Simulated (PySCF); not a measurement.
Spinor energies of Mo³⁵⁺ (molybdenum, charge +35)

Start: [He] 2s2 2p3; 2p1/2 filled at m_j = -1/2, +1/2; 2p3/2 filled at m_j = +3/2. Calculated with PySCF 2.14 in an even-tempered Gaussian basis (17 s from 15 bohr⁻², ratio 2.4; 12 p from 19 bohr⁻², ratio 2.4; 5 d from 68 bohr⁻², ratio 2.6; 4 f from 100 bohr⁻², ratio 2.6): generalised Hartree-Fock with the X2C-1e Hamiltonian and a Gaussian nucleus; one run each with spin-orbit coupling (SO) switched off, then screened by Boettger's factors.

```
spinor shell  electrons  ε, spin-free (eV)  ε, screened SO (eV)  weight of nominal j (screened SO)  rms radius, screened SO (bohr)
       1s1/2          2           -22622.8             -22616.3                              1.000                          0.0402
       2s1/2          2            -5057.6              -5055.7                              1.000                           0.159
       2p1/2          2            -4858.9              -4911.4                              0.989                           0.137
       2p3/2          1            -4858.9              -4803.3                              1.000                           0.140
```

| quantity | spin-free | screened SO |
| --- | --- | --- |
| E (hartree) | -2748.70821 | -2751.91319 |
| M_J | 3/2 | 3/2 |
| ⟨J²⟩ | 3.750 | 3.751 |
| ⟨L²⟩ | 0.000 | 2.065 |
| ⟨S²⟩ | 3.750 | 1.759 |

Each row is a mean over spinors that exchange with the open shell spreads, by up to 46.530 eV (2s1/2).

Breit and QED terms are absent; they matter most for the inner s and p1/2 levels.

Densities and radii are taken from the X2C orbitals without a picture-change correction, which distorts them close to the nucleus.

Without spin-orbit coupling the j labels of p, d and f shells carry no meaning; the spin-free column gives the mean over the occupied spinors of each nl shell.
